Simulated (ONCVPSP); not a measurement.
What one change does to a pseudopotential (La, ONCV)

ONCVPSP 4.0.1 input, shortened (lines: element, Z, core and valence counts, functional; n l f; lmax; l rc ep ncon nbas qcut; lloc lpopt rc5 dvloc0; l nproj debl; icmod fcfact rcfact), Wu-Cohen, fully relativistic:

```
  La 57.00    9    4  -118130      upf
    1    0    2.00
    2    0    2.00
    2    1    6.00
    3    0    2.00
    3    1    6.00
    3    2   10.00
    4    0    2.00
    4    1    6.00
    4    2   10.00
    5    0    2.00
    5    1    6.00
    5    2    1.50
    6    0    1.50
    3
    0    2.80    0.00    4    8    4.40
    1    1.65    0.00    3    7    4.90
    2    3.10    0.00    4    9    4.70
    3    2.85    0.23    3    6    3.30
    4    5    1.35    1.00
    0    3    3.20
    1    3    1.20
    2    3    3.30
    3    2    0.50
    3    3.50    1.40
```

Open shells are filled in proportion to 2j + 1.

In the f channel the program set the typed energies aside and used -0.126, 0.374 Ha (j = l + 1/2; the other j can differ).

Change: all radii but the core radius scaled by about 1.10 (s 3.08, p 1.82, d 3.42, f 3.14 bohr); local potential polynomial inside 1.48 bohr (lpopt 5, dvloc0 1 Ha).

Cutoffs: the cutoffs (Ha) at which the residual kinetic energy of the hardest occupied pseudo-wave falls to 1 and 0.1 mHa per electron; they do not see the model core or the augmentation charge, which bear on the density cutoff. Errors are all-electron minus pseudo energies relative to the spin-unpolarised reference configuration.

How do hardness, ghosts and transferability respond?

The potential gets softer (15 Ha and 57 Ha → 11 Ha and 45 Ha); the bound ghost in p disappears; of the 4 tests that both files solve, the error grows in 1 and shrinks in 0 by more than 15 % and 0.3 meV (median size 1.9 → 2.2 meV). A larger radius leaves more room for a smooth pseudo-wave, so fewer plane waves are needed.

```csv
quantity,base,changed
"cutoff, loose",15 Ha,11 Ha
"cutoff, tight",57 Ha,45 Ha
loose cutoff by channel,"s 5.9 Ha, p 15 Ha, d 6.0 Ha","s 4.7 Ha, p 11 Ha, d 5.8 Ha"
bound ghosts,p3/2,none
GHOST(+) flags under 300 eV,"s at 66.2 eV, p3/2 at 146.2 eV, p1/2 at 181.0 eV","s at 92.1 eV, p1/2 at 228.4 eV"
"error for 5s2 5p6 5d1 6s2, meV [ΔE -0.36 eV]",-1.5,-1.6
"error for 5s2 5p6 5d1 6s1, meV [ΔE 5.64 eV]",0.0,+0.1
"error for 5s2 5p6 5d1 6s0, meV [ΔE 16.42 eV]",-2.2,-2.7
"error for 5s2 5p6 5d2 6s0, meV [ΔE 5.66 eV]",-6.8,-7.5
"rms error of d²Exc/dni dnj with the model core, mHa",2.80,2.80
```

Base: The cutoffs count occupied waves only; projector 1 of the f channel, the hardest unoccupied one, needs 43 Ha at the loose tolerance. Changed file: The cutoffs count occupied waves only; projector 1 of the f channel, the hardest unoccupied one, needs 29 Ha at the loose tolerance. A true bound ghost makes a file unfit for plane-wave use even where its test errors are small: the radial tests pick states by their node count and pass the ghost by.
